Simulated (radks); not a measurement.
The numbers below are computed, except where a source is named.
Exchange energies: the exact (Fock) value of the Kohn-Sham orbitals and density-functional approximations, as 100 (|E| - |E exact|)/|E exact|, negative where the magnitude is too small. Species: Cs [Xe] 6s1; Kr3+ [Ar] 3d10 4s2 4p3; Pb2+ [Hg]; Eu+ [Xe] 4f7 6s1. Code: a radial shooting solver on a logarithmic mesh with Libxc functionals. Model: non-relativistic Kohn-Sham, PBE, spin-polarised, spherical densities, point nucleus. Every spin shell is full or empty, so the densities are truly spherical. Functionals are evaluated on that one density, not self-consistently.

functional,Cs,Kr3+,Pb2+,Eu+
exact (hartree),-184.037,-92.7511,-358.644,-230.205
LDA,-4.69,-5.54,-3.76,-4.20
B88,+0.01,+0.09,+0.06,+0.19
PBE,-0.43,-0.39,-0.34,-0.24
PBEsol,-2.21,-2.51,-1.78,-1.90
revPBE,-0.31,-0.20,-0.26,-0.13
RPBE,-0.26,-0.13,-0.23,-0.09
PW91,-0.02,+0.04,+0.04,+0.17
OPTX,+1.30,+0.92,+1.92,+1.68
WC,-0.84,-0.96,-0.62,-0.60
B86b,-0.02,+0.09,0.00,+0.14
G96,+0.34,+0.35,+0.46,+0.55
TPSS,-0.33,-0.08,-0.44,-0.23
Tao-Mo,-0.83,-0.65,-0.84,-0.69
MVS,+0.05,+0.05,+0.07,+0.16
